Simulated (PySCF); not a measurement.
## Two-dimensional NMR puzzle

Compound of formula C3H13PSi3. Correlations simulated from computed shifts and the bond graph:

HSQC (one-bond C–H):
```tsv
δH	δC
6.27	138.7
6.01	138.7
2.06	27.3
```

COSY cross peaks (H two or three bonds apart, from the bond graph; peaks can be absent where the dihedral angle is near 90°):
```tsv
δH	δH
6.27	6.01
```

HMBC (two and three bonds, from the bond graph):
```tsv
δH	δC
6.27	145.7, 27.3
6.01	145.7, 27.3
4.54	145.7, 138.7, 27.3
2.06	145.7, 138.7
```

Carbons without hydrogens: δ 145.7.

[PySCF 2.14.0 with density-fitted response routines: geometry from GFN2-xTB; NMR shieldings at PBE0/pcSseg-1/GIAO; equivalent nuclei averaged; non-relativistic; single conformer; no solvent]

Shifts are taken against calculated references (same method and geometry level): 1H (σ = 31.72 ppm), 13C (σ = 186.93 ppm) against TMS.

Exchangeable hydrogens are left out of these lists.

Task: Assemble the structure.

Result: SMILES C=C(C)[SiH2]P([SiH3])[SiH3].

Numbering as in the mapped SMILES `[CH2:1]=[C:2]([CH3:3])[SiH2:4][P:5]([SiH3:6])[SiH3:7]` (H(Xn): hydrogen on atom n). Ha(C1) is cis to C3; Hb(C1) is trans to C3.

- δC 145.7 is C2, a fully substituted alkene carbon.
- δC 138.7 is C1, a terminal =CH2 carbon (δH 6.01, 6.27).
- δC 27.3 is C3, an allylic methyl carbon (δH 2.06).
- HMBC from δH 6.27 reaches the proton-free carbon C2.
- HMBC from δH 6.01 reaches the proton-free carbon C2.
- HMBC from δH 4.54 reaches the proton-free carbon C2.
- HMBC from δH 2.06 reaches the proton-free carbon C2.
- COSY links 6.27–6.01.

This is the structure that produced the data.

Shifts are as computed. Against solution values, carbons near 30 ppm lie about +3 ppm off and those near 130 ppm about +5 ppm. Of 1309 compounds with measured shifts, 239 miss one by over three times the rms of a fit or turn the order of signals round; such compounds aren't used in these exercises.
